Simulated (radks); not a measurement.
Results of a calculation; reference values are marked as such.
How relativity changes the ionisation of neutral rhodium ([Kr] 4d8 5s1) to Rh+ ([Kr] 4d8). Spin-unpolarised spherical Kohn-Sham, PBE, point nucleus unless stated (finite: rms radius 4.4945 fm), a radial shooting solver on a logarithmic mesh with Libxc functionals. A level marked "c x" has the speed of light scaled by that factor and shares open shells by 2j + 1; other Dirac levels either fill j = l - 1/2 first or share by 2j + 1.

level                               E(Rh) (hartree)  E(Rh+) (hartree)  IE (eV)   HOMO  <r> HOMO (bohr)
non-rel.                                -4687.60565       -4687.34963    6.967     5s            3.463
scalar-rel.                             -4784.11585       -4783.84167    7.461     5s            3.306
scalar-rel., finite nucleus             -4784.03087       -4783.75670    7.460     5s            3.306
Dirac, 2j+1 shares                      -4785.02626       -4784.75203    7.462  5s1/2            3.307
Dirac, low j first                      -4785.03777       -4784.76383    7.454  5s1/2            3.309
Dirac, 2j+1 shares, finite nucleus      -4784.94109       -4784.66687    7.462  5s1/2            3.307
Dirac, c x 0.75                         -4868.77280       -4868.48168    7.922  5s1/2            3.180
Dirac, c x 3                            -4697.92620       -4697.66832    7.017  5s1/2            3.446
Dirac, c x 100                          -4687.61489       -4687.35886    6.967  5s1/2            3.463

NIST Atomic Spectra Database: 7.459 eV (measured). The relativistic part of the total energy of Rh is -97.34 hartree (Dirac, 2j+1 shares, finite nucleus), 2.1 % of the non-relativistic value. Spin polarisation and multiplet splitting of open shells are left out at every level.

Beside tabulated values, note that relativity, absent from the non-relativistic runs, is large for the heavy elements, and spin-unpolarised runs miss the spin-polarisation part of the exchange energy of open shells.
